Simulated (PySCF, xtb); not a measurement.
B(F)(H)(iPr) (C3H8BF), SMILES CC(C)BF. One conformer was computed; it need not be the lowest.

Harmonic wavenumbers (cm⁻¹) from xtb with GFN2-xTB at its own minimum, in rising order: 41, 193, 201, 215, 313, 369, 460, 720, 809, 944, 960, 996, 1017, 1055, 1143, 1182, 1250, 1272, 1311, 1406, 1420, 1498, 1503, 1508, 1511, 2605, 2868, 3020, 3024, 3032, 3038, 3044, 3046.

**Question.** What does B3LYP-D3(BJ)/def2-SVP in PySCF 2.14.0 give at its own minimum? (An estimate is asked for; the answer gives what the named calculation found.)

**Answer.** 54, 203, 218, 236, 315, 366, 514, 754, 861, 916, 938, 979, 1043, 1111, 1135, 1185, 1267, 1297, 1383, 1389, 1411, 1460, 1472, 1480, 1487, 2586, 2931, 3019, 3024, 3093, 3095, 3108, 3115. Paired by order, the mean absolute difference is 29 cm⁻¹ and the zero-point energies are 67.2 and 67.8 kcal/mol.
